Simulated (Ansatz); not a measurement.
`C[B](Cl)[GeH3]` + `[SiH3]N[SiH3]` → `CB(Cl)N([SiH3])[SiH3]` + GeH₄  (cleavage of the B–Ge bond)

Computed with Ansatz on PBE0-D4/def2-TZVP structures; ΔE is electronic, products minus reactants. CCSD(T)/CBS adds triple-zeta CCSD(T) − MP2 to the extrapolated MP2 energy (def2 sets, frozen cores). This one scheme is used for every species. For Ge outer-core shells are correlated without core-valence functions, which leaves a few kJ/mol of doubt a bond. Scalar relativity is left out up to krypton. One conformer a species, not always the lowest.

`C[B](Cl)[GeH3]`:

Z-matrix (Å, degrees):
```
C
B 1 1.551
H 1 1.096 2 110.7
H 1 1.091 2 114.7 3 -124.7
H 1 1.099 2 108.1 3 114.2
Cl 2 1.755 1 119.9 3 131.9
Ge 2 2.074 1 123.6 3 -48.6
H 7 1.539 2 111.1 1 -127.6
H 7 1.540 2 109.9 1 113.7
H 7 1.541 2 112.3 1 -6.2
```

`[SiH3]N[SiH3]`:

```xyz
10

Si    1.098   -1.109   -0.033
N     0.377    0.444   -0.249
Si   -1.232    0.952    0.113
H     0.012   -2.059    0.311
H     2.114   -1.120    1.057
H     1.784   -1.554   -1.277
H     0.997    1.169   -0.583
H    -2.018   -0.264    0.440
H    -1.844    1.651   -1.049
H    -1.288    1.890    1.269
```

`CB(Cl)N([SiH3])[SiH3]`:

```xyz
15

C    -1.712    0.310    1.496
B    -0.897   -0.521    0.454
Cl   -1.515   -2.180    0.132
N     0.255   -0.138   -0.265
Si    1.005   -1.283   -1.381
Si    1.056    1.419   -0.168
H    -2.740    0.433    1.140
H    -1.306    1.296    1.715
H    -1.789   -0.250    2.433
H     2.182   -0.550   -1.926
H     0.101   -1.631   -2.501
H     1.483   -2.497   -0.682
H     2.447    1.236    0.317
H     0.330    2.321    0.755
H     1.101    2.035   -1.518
```

GeH₄:

Z-matrix (Å, degrees):
```
Ge
H 1 1.534
H 1 1.534 2 109.5
H 1 1.534 2 109.5 3 -120.0
H 1 1.534 2 109.5 3 120.0
```

```
                species  CCSD(T)/CBS(def2) energy (Eh)
       `C[B](Cl)[GeH3]`                    -2602.38061
        `[SiH3]N[SiH3]`                     -637.10515
`CB(Cl)N([SiH3])[SiH3]`                    -1161.03694
                   GeH₄                    -2078.49493
```

Work out ΔE.

ΔE = (-1161.03694) + (-2078.49493) − (-2602.38061) − (-637.10515) = -0.04611 Eh = -121.1 kJ/mol.

Largest T1 diagnostic among the species: 0.012.

In def2-TZVPP, CCSD(T) changes the Hartree–Fock value by −9.4 kJ/mol (the triples alone add −3.0 kJ/mol) and MP2 by −14.3 kJ/mol. From PBE to PBE0 (25 % exact exchange), in def2-TZVPP and without D4, ΔE moves by −3.9 kJ/mol. The D4 term adds −12.9 kJ/mol with B3LYP and −7.2 kJ/mol with PBE0; it sums over pairs of atoms, weighted by their polarisabilities, and B3LYP, whose exchange is more repulsive, gets the larger term.

B3LYP here is the variant with VWN-RPA as its local correlation; programs differ in this.
